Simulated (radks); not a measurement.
These are the eigenvalues of the occupied orbitals of an atom or ion with whole-number occupations (eV). Method: Dirac Kohn-Sham, LB94 model potential, spin-unpolarised, spherical densities, finite nucleus; Fermi nuclear charge, rms radius of each element as measured or else 0.836 A^(1/3) + 0.57 fm; computed with a radial shooting solver on a logarithmic mesh with Libxc functionals.

orbital  eigenvalue
1s1/2     -6517.627
2s1/2     -784.2514
2p1/2     -678.1192
2p3/2     -667.4625
3s1/2     -111.0978
3p1/2      -81.1371
3p3/2      -79.8477
3d3/2      -32.8299
3d5/2      -32.6961

Which element is it, and in what charge state? The configuration may be excited. Open shells, if any, fill j = l - 1/2 first.

Answer. Z = 25, manganese, charge +2: Mn2+ in [Ar] 3d5. The list shows which subshells hold electrons but not how many an open one holds; the 1s level, -239.52 hartree, gives Z - s = 21.9 by -(Z - s)^2/2, which with screening and relativity narrows Z to a few neighbours, and the depths of the outer levels then fix element, charge and occupations together.
